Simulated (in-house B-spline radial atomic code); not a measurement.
A run on Mo+ that did not converge. Method: scalar-relativistic (X2C) wB97X, spin-polarised, spherical fractional occupations, Fermi nucleus of rms radius 4.4091 fm; computed with an all-electron radial atomic-structure program (B-spline basis). In the input, 2p2,3 would mean two up and three down electrons.

Command:
```bash
python run_scf.py task.json out
```
Settings (nuclear radius in fm, mass in u):
```
Z                42
configuration    1s2 2s2 2p6 3s2 3p6 3d10 4s2 4p6 4d0,5
hamiltonian      x2c
method           wb97x
spin_polarised   True
nucleus          fermi
rms_radius       4.4091
atomic_mass      97.9054
speed_of_light   137.035999084
```

First and last ten iterations of the last attempt (damped for 15 steps, keeping 80 % of the old Fock matrix, then DIIS):
```
 iter        energy (Eh)    residual
    1       -4043.710225    4.38e-01
    2       -4045.978946    2.30e-01
    3       -4047.129796    1.56e-01
    4       -4047.702695    1.06e-01
    5       -4047.981585    7.37e-02
    6       -4048.114731    5.29e-02
    7       -4048.177457    3.81e-02
    8       -4048.206887    2.78e-02
    9       -4048.220796    2.07e-02
   10       -4048.227494    1.56e-02
  111       -4048.234850    1.72e-06
  112       -4048.234850    1.77e-06
  113       -4048.234850    3.15e-06
  114       -4048.234850    4.02e-06
  115       -4048.234850    6.07e-06
  116       -4048.234850    1.59e-06
  117       -4048.234850    1.50e-06
  118       -4048.234850    2.44e-06
  119       -4048.234850    1.38e-06
  120       -4048.234850    5.25e-06
 not converged after 120 iterations
```

The smallest residual met was 8.3e-07; the threshold is about 4e-07. Over the last five steps the energy moves by less than 1e-08 hartree, but the orbitals didn't meet the threshold. Time taken, with all properties: 20 s on 1 thread of Arm Neoverse V1, on a shared host.
